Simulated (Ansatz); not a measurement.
`C[CH2][Ga]([Cl])[Cl]` → Cl• + `C[CH2][Ga][Cl]`•  (homolysis of the Cl–Ga bond)

Program: Ansatz. Geometries: PBE0-D4/def2-TZVP. ΔE: electronic, gas phase. CCSD(T)/CBS is the MP2 limit (def2-TZVPP, def2-QZVPP) plus CCSD(T) − MP2 in def2-TZVPP, frozen cores. This one scheme is used for every species, atoms too. Functionals use def2-TZVPP. B3LYP here is the variant with VWN-RPA as its local correlation; programs differ in this. No spin–orbit coupling; open shells (•) take unrestricted orbitals. Spin–orbit coupling would lower the free atoms: a little for Cl. For Ga outer-core shells are correlated without core-valence functions, so the limit isn't a true one: a few kJ/mol of doubt a bond, and 10 to 20 or more in all where bonds break to atoms. Scalar relativity is left out up to krypton. One conformer a species, not always the lowest.

`C[CH2][Ga]([Cl])[Cl]`:

Z-matrix (Å, degrees):
```
C
C 1 1.522
H 1 1.092 2 111.8
H 1 1.092 2 111.8 3 -120.0
H 1 1.093 2 110.8 3 120.0
Ga 2 1.956 1 114.4 3 60.0
H 2 1.094 1 111.7 3 -60.8
H 2 1.094 1 111.8 3 -179.2
Cl 6 2.140 2 123.5 1 -180.0
Cl 6 2.142 2 122.5 1 -0.0
```

`C[CH2][Ga][Cl]`•:

```xyz
9

C    -0.786   -0.473    0.244
C     0.572    0.086    0.623
Ga    1.549    0.925   -0.944
Cl    0.348    1.122   -2.765
H    -0.707   -1.264   -0.505
H    -1.286   -0.900    1.121
H    -1.442    0.295   -0.170
H     0.505    0.883    1.371
H     1.247   -0.674    1.026
```

| level | ΔE (kJ/mol) | difference from CCSD(T)/CBS |
| --- | --- | --- |
| r2SCAN-D4 | 434.2 | -15.7 |
| B97M-V | 444.9 | -5.0 |
| B3LYP-D4 | 417.2 | -32.7 |
| B2PLYP | 425.3 | -24.6 |
| PBE-QIDH | 446.1 | -3.8 |
| revPBE | 405.2 | -44.7 |
| PBE0 | 429.0 | -20.9 |
| B3LYP | 407.3 | -42.6 |
| r2SCANh | 430.9 | -19.0 |
| r2SCAN0 | 428.7 | -21.2 |
| CAM-B3LYP | 420.4 | -29.5 |
| LC-ωPBE | 434.0 | -15.9 |
| MP2/def2-SVP | 439.5 | -10.4 |
| HF/def2-TZVPP | 336.8 | -113.1 |
| SCS-MP2/def2-QZVPP | 454.6 | 4.7 |
| HF/CBS(def2) | 336.2 | -113.7 |
| CCSD(T)/CBS | 449.9 | 0 |

Largest T1 diagnostic among the species: 0.013.

In def2-TZVPP, CCSD(T) changes the Hartree–Fock value by +97.9 kJ/mol (the triples alone add +8.8 kJ/mol) and MP2 by +121.1 kJ/mol; breaking electron pairs costs correlation energy, which Hartree–Fock lacks. From BLYP to BHLYP (50 % exact exchange), in def2-TZVPP and without D4, ΔE moves by +14.3 kJ/mol. At CCSD(T), def2-SVP lies −28.7 kJ/mol from the extrapolated value and def2-TZVPP −15.2 kJ/mol: correlation converges slowly with the basis, and small sets miss more of it in the bonded molecule than in its fragments.

CCSD(T)/CBS has its own doubt, a few kJ/mol and more with outer-core shells, so smaller differences from it don't rank the levels.
